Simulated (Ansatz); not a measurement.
Molecule: CH$_{3}$F$_{2}$Ge, net charge 0, doublet state. It need not be the lowest isomer of its formula. 
Geometry from a B3LYP-D3(BJ)/def2-TZVP (Ansatz, a program for electronic structure) optimisation:
SMILES: [CH3][Ge]([F])[F]
```xyz
7

C     -1.8273    -0.1287     0.2129
Ge     0.0813     0.0188    -0.3353
F      0.9115    -1.3325     0.4169
F      0.7317     1.4027     0.5266
H     -1.8094    -0.1712     1.3021
H     -2.2502    -1.0385    -0.2058
H     -2.3677     0.7485    -0.1342
```
Charge 0, spin multiplicity 2.

Basis-set convergence of Hartree-Fock and CCSD correlation energies (hartree) with Ansatz. Correlated levels leave the core frozen unless marked. UHF or UKS for open shells. No spin-orbit coupling. The frozen core is the preceding noble-gas configuration, with the filled d and f shells of earlier blocks. Non-relativistic.

| basis | functions | E(HF) | E(corr, CCSD) |
|---|---|---|---|
| aug-cc-pVDZ | 132 | -2313.91737 | -0.67066 |
| aug-cc-pVTZ | 266 | -2314.05663 | -0.81555 |
| aug-cc-pVQZ | 471 | -2314.07785 | -0.86486 |

Extrapolating the two largest sets (X = 3 and 4) as X^-3: E(corr) = (64·(-0.86486) - 27·(-0.81555))/37 = -0.9008 Eh, an estimate of the basis-set limit. The largest set recovers 96.0 % of it, the smallest 74.4 %.
